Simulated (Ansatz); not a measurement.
Born–Oppenheimer molecular dynamics of CH7FOSi (11 atoms, charge 0, multiplicity 1). It starts from a rough guess of a transition structure, not a stationary point.

Method: UKS LDA/STO-3G in Ansatz.

```yaml
ensemble: NVE (velocity Verlet)
time_step: 0.5 fs
steps_asked: 150
starting_velocities_drawn_for: 100 K
seed: 849011
```

Frames 1 fs apart, positions in Å.

Velocities at 25.0 fs (Å/ps):

```
Si -5.19 -2.63 7.01
F 3.85 9.03 -7.46
H 18.33 0.13 27.81
H -9.55 10.80 -17.10
O 9.02 -9.58 -4.02
H 73.93 -4.13 29.85
C -7.71 4.94 -3.64
H -30.23 -13.22 25.88
H -8.67 6.86 -10.43
H -9.53 1.22 3.44
H -13.54 -5.41 -6.85
```

```xyz
11
Properties=species:S:1:pos:R:3 time_fs=25.0 energy_less_start_eV=-0.923 T=884
Si -0.642 0.143 -0.528
F 1.363 0.609 -0.977
H -0.292 -0.198 -1.911
H -2.069 -0.191 -0.410
O -0.637 1.919 -0.177
H 2.092 0.200 -0.465
C 0.110 -0.842 0.735
H 0.335 2.261 -0.388
H 0.029 -1.944 0.620
H 1.188 -0.609 0.758
H -0.307 -0.552 1.723
11
Properties=species:S:1:pos:R:3 time_fs=26.0 energy_less_start_eV=-0.836 T=813
Si -0.648 0.141 -0.521
F 1.367 0.618 -0.985
H -0.277 -0.200 -1.883
H -2.078 -0.178 -0.427
O -0.628 1.909 -0.181
H 2.165 0.197 -0.435
C 0.103 -0.837 0.732
H 0.304 2.244 -0.362
H 0.020 -1.935 0.610
H 1.178 -0.609 0.764
H -0.319 -0.559 1.714
11
Properties=species:S:1:pos:R:3 time_fs=27.0 energy_less_start_eV=-0.612 T=625
Si -0.654 0.141 -0.515
F 1.373 0.627 -0.992
H -0.267 -0.206 -1.859
H -2.084 -0.162 -0.444
O -0.621 1.898 -0.185
H 2.221 0.203 -0.417
C 0.097 -0.835 0.731
H 0.286 2.222 -0.341
H 0.009 -1.921 0.600
H 1.167 -0.613 0.775
H -0.331 -0.569 1.704
11
Properties=species:S:1:pos:R:3 time_fs=28.0 energy_less_start_eV=-0.594 T=611
Si -0.660 0.141 -0.510
F 1.380 0.636 -0.998
H -0.261 -0.216 -1.839
H -2.089 -0.144 -0.459
O -0.615 1.885 -0.189
H 2.248 0.225 -0.418
C 0.092 -0.834 0.733
H 0.296 2.202 -0.326
H -0.004 -1.907 0.589
H 1.158 -0.619 0.791
H -0.341 -0.581 1.696
11
Properties=species:S:1:pos:R:3 time_fs=29.0 energy_less_start_eV=-0.840 T=819
Si -0.667 0.143 -0.506
F 1.390 0.644 -1.003
H -0.259 -0.232 -1.828
H -2.094 -0.124 -0.473
O -0.611 1.871 -0.192
H 2.243 0.263 -0.439
C 0.089 -0.834 0.736
H 0.334 2.183 -0.318
H -0.019 -1.897 0.579
H 1.152 -0.627 0.810
H -0.353 -0.593 1.693
11
Properties=species:S:1:pos:R:3 time_fs=30.0 energy_less_start_eV=-1.103 T=1040
Si -0.675 0.146 -0.502
F 1.402 0.653 -1.007
H -0.262 -0.253 -1.823
H -2.099 -0.102 -0.485
O -0.609 1.857 -0.196
H 2.212 0.313 -0.478
C 0.086 -0.835 0.741
H 0.386 2.159 -0.313
H -0.035 -1.893 0.567
H 1.149 -0.635 0.832
H -0.366 -0.606 1.696
11
Properties=species:S:1:pos:R:3 time_fs=31.0 energy_less_start_eV=-1.098 T=1036
Si -0.682 0.150 -0.499
F 1.414 0.661 -1.011
H -0.268 -0.278 -1.824
H -2.107 -0.081 -0.494
O -0.606 1.842 -0.199
H 2.172 0.368 -0.521
C 0.084 -0.838 0.747
H 0.433 2.126 -0.309
H -0.051 -1.896 0.554
H 1.150 -0.645 0.856
H -0.381 -0.620 1.706
11
Properties=species:S:1:pos:R:3 time_fs=32.0 energy_less_start_eV=-0.923 T=895
Si -0.690 0.155 -0.497
F 1.426 0.670 -1.016
H -0.279 -0.307 -1.827
H -2.118 -0.059 -0.499
O -0.603 1.828 -0.203
H 2.154 0.415 -0.549
C 0.083 -0.841 0.755
H 0.463 2.080 -0.306
H -0.068 -1.904 0.542
H 1.154 -0.655 0.881
H -0.397 -0.634 1.720
11
Properties=species:S:1:pos:R:3 time_fs=33.0 energy_less_start_eV=-1.114 T=1054
Si -0.698 0.160 -0.496
F 1.435 0.680 -1.022
H -0.293 -0.336 -1.830
H -2.131 -0.039 -0.502
O -0.599 1.814 -0.206
H 2.184 0.444 -0.544
C 0.082 -0.846 0.764
H 0.470 2.022 -0.303
H -0.083 -1.914 0.530
H 1.158 -0.667 0.906
H -0.411 -0.650 1.736
11
Properties=species:S:1:pos:R:3 time_fs=34.0 energy_less_start_eV=-1.391 T=1286
Si -0.707 0.166 -0.496
F 1.443 0.692 -1.030
H -0.312 -0.366 -1.830
H -2.146 -0.019 -0.500
O -0.593 1.802 -0.210
H 2.253 0.461 -0.513
C 0.081 -0.852 0.776
H 0.457 1.955 -0.300
H -0.096 -1.922 0.520
H 1.161 -0.681 0.931
H -0.423 -0.668 1.750
11
Properties=species:S:1:pos:R:3 time_fs=35.0 energy_less_start_eV=-1.331 T=1238
Si -0.715 0.171 -0.497
F 1.451 0.704 -1.038
H -0.335 -0.394 -1.826
H -2.162 -0.002 -0.495
O -0.586 1.791 -0.213
H 2.326 0.476 -0.478
C 0.080 -0.859 0.788
H 0.432 1.883 -0.299
H -0.105 -1.925 0.513
H 1.161 -0.696 0.955
H -0.432 -0.687 1.760
11
Properties=species:S:1:pos:R:3 time_fs=36.0 energy_less_start_eV=-1.109 T=1052
Si -0.724 0.175 -0.498
F 1.460 0.715 -1.045
H -0.359 -0.419 -1.817
H -2.177 0.014 -0.486
O -0.579 1.780 -0.216
H 2.377 0.496 -0.455
C 0.079 -0.867 0.802
H 0.413 1.813 -0.300
H -0.110 -1.923 0.509
H 1.158 -0.712 0.976
H -0.438 -0.708 1.768
```

Of the whole run (75 fs, mean temperature of the second half 1215 K): The conserved energy stayed within 1.1 meV per atom of its start (net change -0.88 meV per atom), so the integration is sound. The system heated up, since it started high on the potential surface and ran downhill. A run of 0.075 ps of so small a system gives no equilibrium averages. The orbitals stay closed-shell, which can raise the energy where a bond breaks towards radicals; this wasn't checked here. Limits of this set-up: minimal basis.

Time of the run: 3.9 min on 1 CPU thread of a shared host.
